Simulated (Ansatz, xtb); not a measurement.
# F2GeHNSi: which of two structures lies lower

We compare X, a singlet given by its coordinates, with Y, `F[SiH](F)[N+]#[Ge-]`, a singlet. Both are isolated molecules in the gas phase, relaxed with PBE0-D3(BJ)/def2-SVP.

X (Å):

```xyz
6

F    -1.6257    1.3631    0.0664
F     2.3531   -1.0916    0.5576
Ge    1.2729    0.3021    0.4430
N    -0.2468   -0.7563    0.2035
Si   -1.8956   -0.2641   -0.0136
H    -0.0477   -1.7596    0.2046
```

Close contacts (Å): F1–Si5 1.65, F2–Ge3 1.77, Ge3–N4 1.87, N4–Si5 1.73, N4–H6 1.02.

Y (Å):

```xyz
6

F    -1.7068   -0.9039   -2.3214
F    -2.6328   -1.2931    0.0466
Ge    1.4701   -2.1722    0.1094
N    -0.0818   -2.0648   -0.4798
Si   -1.6592   -1.9278   -1.0741
H    -2.2442   -3.2098   -1.5135
```

Quicker runs give these differences E(Y) − E(X): GFN2-xTB −12.2 kcal/mol; HF/STO-3G −20.6 kcal/mol (at GFN2-xTB geometries); r2SCAN-D4/def2-SVP −28.0 kcal/mol (at GFN2-xTB geometries).

Q: Estimate E(Y) − E(X) at the level CCSD(T)/def2-SVP + ΔMP2/def2-TZVPP.

A: Calculated at CCSD(T)/def2-SVP + ΔMP2/def2-TZVPP: E(Y) − E(X) = −30.5 kcal/mol, so structure Y lies lower.

How the difference moves with the method:

```json
{"level": "GFN2-xTB", "geometry": "GFN2-xTB", "E(Y) − E(X) (kcal/mol)": "−12.2", "departure from the last row (kcal/mol)": "+18.4", "job, with rough time for the two": "optimisation, 0.24 s"}
{"level": "HF/STO-3G", "geometry": "GFN2-xTB", "E(Y) − E(X) (kcal/mol)": "−20.6", "departure from the last row (kcal/mol)": "+9.9", "job, with rough time for the two": "single point, 0.68 s"}
{"level": "r2SCAN-D4/def2-SVP", "geometry": "GFN2-xTB", "E(Y) − E(X) (kcal/mol)": "−28.0", "departure from the last row (kcal/mol)": "+2.5", "job, with rough time for the two": "single point, 3.1 s"}
{"level": "PBE0-D3(BJ)/def2-SVP", "geometry": "PBE0-D3(BJ)/def2-SVP", "E(Y) − E(X) (kcal/mol)": "−22.4", "departure from the last row (kcal/mol)": "+8.1", "job, with rough time for the two": "optimisation, 41 s"}
{"level": "HF/def2-SVP", "geometry": "PBE0-D3(BJ)/def2-SVP", "E(Y) − E(X) (kcal/mol)": "−26.2", "departure from the last row (kcal/mol)": "+4.3", "job, with rough time for the two": "part of the CCSD(T) run"}
{"level": "MP2/def2-SVP", "geometry": "PBE0-D3(BJ)/def2-SVP", "E(Y) − E(X) (kcal/mol)": "−32.7", "departure from the last row (kcal/mol)": "−2.2", "job, with rough time for the two": "part of the CCSD(T) run"}
{"level": "CCSD(T)/def2-SVP", "geometry": "PBE0-D3(BJ)/def2-SVP", "E(Y) − E(X) (kcal/mol)": "−28.0", "departure from the last row (kcal/mol)": "+2.5", "job, with rough time for the two": "single point"}
{"level": "CCSD(T)/def2-SVP + ΔMP2/def2-TZVPP", "geometry": "PBE0-D3(BJ)/def2-SVP", "E(Y) − E(X) (kcal/mol)": "−30.5", "departure from the last row (kcal/mol)": "", "job, with rough time for the two": "single point, 26 s"}
```

None of the levels shown reverses the order. The largest departure from CCSD(T)/def2-SVP + ΔMP2/def2-TZVPP is that of GFN2-xTB, 18.4 kcal/mol. The last row adds to CCSD(T) the change of the MP2 difference between the two basis sets, here −2.5 kcal/mol.

With harmonic frequencies from PBE0-D3(BJ)/def2-SVP (ideal gas, rigid rotor, one conformer each, 298.15 K, 1 atm): the zero-point term adds −0.4 kcal/mol; ΔH is −31.3 and ΔG −30.7 kcal/mol.

The correlated steps freeze 17 core orbitals; the filled d shell of Ge is correlated, in a basis made for valence electrons. Run with Ansatz 0.2.0, xtb 6.7.1; the last row on 1 thread of Intel(R) Xeon(R) 6975P-C (Granite Rapids) on a shared host.
